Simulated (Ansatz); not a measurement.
Gas-phase electronic energies from Ansatz, PBE0-D4/def2-TZVP geometries. CBS: MP2 limit from def2 TZ/QZ plus the TZ coupled-cluster correction, frozen cores. Functionals use def2-TZVPP. Elements past krypton have def2 core potentials. For Te outer-core shells are correlated without core-valence functions, which leaves a few kJ/mol of doubt a bond. One conformer a species, not always the lowest.

`O[SiH](O)O[SiH2]F` + H₂Te → `F[SiH2][TeH]` + `O[SiH](O)O`  (ligand exchange at the Si–O bond)

CCSD(T)/CBS gives +16.2 kcal/mol.

Question: Another level gave +12.1 kcal/mol. Which?
A. B97M-V/def2-TZVPP
B. PBE0/def2-TZVPP
C. revPBE-D4/def2-TZVPP
D. r2SCAN-D4/def2-TZVPP

Answer: C. revPBE-D4 12.1, r2SCAN-D4 15.6, B97M-V 18.1, PBE0 13.3 kcal/mol.

Largest T1 diagnostic among the species: 0.012.

From BLYP to BHLYP (50 % exact exchange), in def2-TZVPP and without D4, ΔE moves by +3.5 kcal/mol. At CCSD(T), def2-SVP lies +1.9 kcal/mol from the extrapolated value and def2-TZVPP +1.6 kcal/mol. In def2-TZVPP, CCSD(T) changes the Hartree–Fock value by −4.3 kcal/mol (the triples alone add −0.9 kcal/mol) and MP2 by −5.7 kcal/mol.
